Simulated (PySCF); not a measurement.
C2H10OSi3, SMILES [C@@H]1(C[Si@H]([SiH2]1)O)[SiH3]. Coordinates come from a PBE-D3(BJ)/def2-SVP optimisation. The structure was generated by enumeration; whether it is a known compound was not checked. The values are those of a single conformer.

Question: Give the equilibrium geometry at PBE-D3(BJ)/def2-SVP (PySCF confirms it by a frequency run) as Cartesian coordinates in Å. (Estimate from the structure and the level; the computed values follow.)

Answer: This is not unique; one that fits is 
```xyz
16

O      2.8712     1.3823     0.2498
Si     1.6209     0.4210    -0.3428
C     -0.1737     1.0790    -0.5563
C     -0.8726    -0.3217    -0.5038
Si    -2.7110    -0.2978    -0.0654
Si     0.3271    -1.2157     0.7306
H      2.7548     1.6876     1.1664
H      2.1285    -0.0767    -1.6671
H     -0.4030     1.6744    -1.4643
H     -0.4657     1.6912     0.3255
H     -0.7576    -0.8414    -1.4818
H     -3.2606    -1.6983     0.0180
H     -3.5180     0.4675    -1.0846
H     -2.8880     0.3723     1.2725
H      0.4552    -2.7118     0.6127
H     -0.0547    -0.8717     2.1501
```
